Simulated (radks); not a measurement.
Task: Isoelectronic series with 1 electrons, each ion in its NIST ground configuration. Method: non-relativistic Kohn-Sham, LDA (Slater exchange, Perdew-Wang correlation), spin-unpolarised, spherical densities, point nucleus; computed with a radial shooting solver on a logarithmic mesh with Libxc functionals. Total energies (hartree) and orbital eigenvalues (eV):

ion    configuration  E (hartree)         1s
H                1s1     -0.44567    -6.3527
Be3+             1s1     -7.67831  -183.5969
N6+              1s1    -23.89358  -605.1492
Ne9+             1s1    -49.10397  -1271.454
Al12+            1s1    -83.31198  -2182.589
S15+             1s1   -126.51857  -3338.585
K18+             1s1   -178.72419  -4739.455
Mn24+            1s1   -310.13357  -8275.850
Ni27+            1s1   -389.33759  -10411.38
Ga30+            1s1   -477.54130  -12791.81
Se33+            1s1   -574.74474  -15417.13
Rb36+            1s1   -680.94796  -18287.34
Zr39+            1s1   -796.15099  -21402.46
Tc42+            1s1   -920.35386  -24762.47
Pd45+            1s1  -1053.55659  -28367.38
In48+            1s1  -1195.75919  -32217.19
Te51+            1s1  -1346.96169  -36311.90

Estimate the row of Ti21+ (1s1).

Result: E (hartree) -239.92914; 1s -6385.209.
